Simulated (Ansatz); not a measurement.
Spectroscopic constants of I2, closed-shell singlet (the spin of the measured ground state). No spin–orbit coupling.

Constants: fifth-degree fit in 1/R to seven points, most abundant isotopes. Runs in def2 and cc sets follow the lowest solution found near the PBE0 minimum. The singlet is held restricted.

Correlated levels freeze the inner cores; with def2 sets outer-core shells near the valence are correlated too. CBS(a, b) extrapolates the correlation energy as X⁻³ and adds the Hartree–Fock energy of set b.

Codes used: Ansatz (an electronic-structure program).  In def2 rows elements past Kr take small-core potentials, without spin–orbit coupling.

Quantity: r_e, from seven points a level.

Costs are ratios of core time to PBE/def2-TZVPP (roughly 8 s), for whole runs (searches for the state included, and forces where a run took them) on one shared machine, so rough; each error counts from the measured 2.6663 Å [Huber and Herzberg (1979), NIST Chemistry WebBook].

```json
[
 {"level": "SVWN5/def2-TZVPP", "basis functions": "100", "cost": "×0.8", "error (Å)": "-0.020"},
 {"level": "PBE/def2-TZVPP", "basis functions": "100", "cost": "×1", "error (Å)": "0.020"},
 {"level": "B3LYP/def2-TZVPP", "basis functions": "100", "cost": "×2", "error (Å)": "0.029"},
 {"level": "PBE0/def2-TZVPP", "basis functions": "100", "cost": "×2", "error (Å)": "-0.011"},
 {"level": "r2SCAN/def2-TZVPP", "basis functions": "100", "cost": "×2", "error (Å)": "0.005"},
 {"level": "B97M-V/def2-TZVPP", "basis functions": "100", "cost": "×3", "error (Å)": "0.009"},
 {"level": "BHLYP/def2-TZVPP", "basis functions": "100", "cost": "×3", "error (Å)": "-0.002"},
 {"level": "wB97X-V/def2-TZVPP", "basis functions": "100", "cost": "×3", "error (Å)": "-0.023"},
 {"level": "wB97M-V/def2-TZVPP", "basis functions": "100", "cost": "×4", "error (Å)": "-0.017"},
 {"level": "CCSD(T)/def2-TZVPP", "basis functions": "100", "cost": "×10", "error (Å)": "0.015"},
 {"level": "CCSD(T)/def2-QZVPP", "basis functions": "164", "cost": "×30", "error (Å)": "-0.013"},
 {"level": "CCSD(T)/CBS(def2-TZVPP, def2-QZVPP)", "basis functions": "-", "cost": "×40", "error (Å)": "-0.026"}
]
```

What the step from CCSD(T)/def2-TZVPP to CCSD(T)/def2-QZVPP costs and buys: 100 to 164 functions, cost ×3 (rough); the error goes from 0.015 to -0.013 Å.
